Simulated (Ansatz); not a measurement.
HFGeO (SMILES [OH][Ge][F]), singlet, geometry from GFN2-xTB, with bond 2-1 at 1.8 times its length; CASSCF(2,4)/cc-pVDZ (Ansatz, a program for electronic structure).

The Ansatz input:
Ansatz 0.2 input:
```yaml
crystal:
  periodic: [false, false, false]
  atoms:
    - {symbol: Ge, position_ang: [0.13252936, -0.04464271, 0.41532410]}
    - {symbol: F, position_ang: [0.21743154, 2.49933738, -1.63236868]}
    - {symbol: O, position_ang: [-0.62126788, -1.10861451, -0.76164472]}
    - {symbol: H, position_ang: [-0.88807176, -2.02063338, -0.69666655]}
basis:
  gaussian:
    orbitals: cc-pVDZ
hamiltonian:
  xc: hf
magnetization: {spin_polarized: false}
correlation: {active_space: {window: {electrons: 2, orbitals: 4}}}
```

Problem. What does Ansatz print? Leave out banner, timings and long lists.

Solution. 
```
Functional definition: HF
631 factors; integrals over basis functions are off by at most 1.4e-3 eV
mean field evaluation 1: about -61222.9623 eV, gradient 5.1e1 eV
mean field evaluation 2: about -61222.9651 eV, gradient 5.1e1 eV
mean field evaluation 4: about -61227.8531 eV, gradient 1.1e1 eV
mean field evaluation 8: about -61228.1428 eV, gradient 5.4e-1 eV
mean field -61228.14519627 eV, -2250.0928340356 hartree, gradient 3.1e-6 eV, S^2 0.000000; 0 other end points of the search recorded, 0 dependent functions left out
reference -61228.14519627 eV, -2250.0928340356 hartree; 25, 25 occupied and 35, 35 virtual orbitals, 631 factors
state -61229.78158203 eV, -2250.1529701029 hartree
Total energy: -61229.78158203 eV, -2250.1529701029 hartree
```
